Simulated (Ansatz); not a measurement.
`C[Si]1(Cl)CO1` + `[OH][InH][Br]` → `[CH3][In]([OH])[Br]` + `Cl[SiH]1CO1`  (formal exchange of groups at a C–Si bond)

Program: Ansatz. Geometries: PBE0-D4/def2-TZVP. ΔE: electronic, gas phase. CCSD(T)/CBS is the MP2 limit (def2-TZVPP, def2-QZVPP) plus CCSD(T) − MP2 in def2-TZVPP, frozen cores. Functionals use def2-TZVPP. B3LYP here is the variant with VWN-RPA as its local correlation; programs differ in this. def2 core potentials past Kr. For Br, In outer-core shells are correlated without core-valence functions, which leaves a few kJ/mol of doubt a bond. Scalar relativity is left out up to krypton. Each species was taken in one conformer, which may not be the lowest.

```csv
level,ΔE (kJ/mol),difference from CCSD(T)/CBS
PBE-D4,17.7,3.8
r2SCAN-D4,20.6,6.7
PBE0-D4,20.9,7.0
B3LYP-D4,18.2,4.3
ωB97X-V,20.7,6.8
ωB97M-V,21.7,7.8
B2PLYP,13.8,-0.1
PBE,15.3,1.4
r2SCAN,20.0,6.1
PBE0,18.9,5.0
B3LYP,14.5,0.6
HF/def2-TZVPP,21.1,7.2
MP2/def2-TZVPP,11.0,-2.9
SCS-MP2/def2-TZVPP,11.3,-2.6
CCSD/def2-TZVPP,15.6,1.7
CCSD(T)/def2-TZVPP,14.5,0.6
HF/def2-QZVPP,21.3,7.4
MP2/def2-QZVPP,10.7,-3.2
SCS-MP2/def2-QZVPP,11.2,-2.7
HF/CBS(def2),21.3,7.4
MP2/CBS(def2),10.3,-3.6
CCSD/CBS(def2),14.9,1.0
CCSD(T)/CBS,13.9,0
```

Largest T1 diagnostic among the species: 0.014.

The D4 term adds +3.7 kJ/mol with B3LYP and +2.0 kJ/mol with PBE0; it sums over pairs of atoms, weighted by their polarisabilities, and B3LYP, whose exchange is more repulsive, gets the larger term. From PBE to PBE0 (25 % exact exchange), in def2-TZVPP and without D4, ΔE moves by +3.5 kJ/mol.
